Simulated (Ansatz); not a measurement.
Reaction (ligand exchange at a B–O bond): `COBCl` + `N=C=O` → `O=C=NBCl` + CH₃OH

Program: Ansatz. Geometries: PBE0-D4/def2-TZVP. ΔE: electronic, gas phase. CBS: MP2 limit from def2 TZ/QZ plus the TZ coupled-cluster correction, frozen cores. This one scheme is used for every species. DFT in def2-TZVPP. One conformer a species, not always the lowest.

| species | CAM-B3LYP-D4 energy (Eh) |
| --- | --- |
| `COBCl` | -600.88872 |
| `N=C=O` | -168.69081 |
| `O=C=NBCl` | -653.83799 |
| CH₃OH | -115.72582 |

Question: Work out ΔE.

Answer: ΔE = (-653.83799) + (-115.72582) − (-600.88872) − (-168.69081) = 0.01572 Eh = +9.9 kcal/mol. CCSD(T)/CBS gives +9.5 kcal/mol.

Question: What do rigid-rotor, harmonic-oscillator terms from PBE0-D4/def2-TZVP frequencies (298.15 K, 1 bar) make of the CCSD(T)/CBS value? (Estimate.)

Answer: Ansatz gave: ΔZPE = +0.6 kcal/mol, ΔH = +10.1 kcal/mol, ΔS = 12 J/(mol·K), ΔG = +9.3 kcal/mol.

Largest T1 diagnostic among the species: 0.018.

Leaving LDA and LC-ωPBE aside and taking each functional with its dispersion term where it has one, the values, not all of them listed here, spread over 1.6 kcal/mol, from revPBE-D4 to CAM-B3LYP-D4. LDA lies +1.4 kcal/mol from PBE without D4. At CCSD(T), def2-SVP lies +1.0 kcal/mol from the extrapolated value and def2-TZVPP +0.3 kcal/mol.
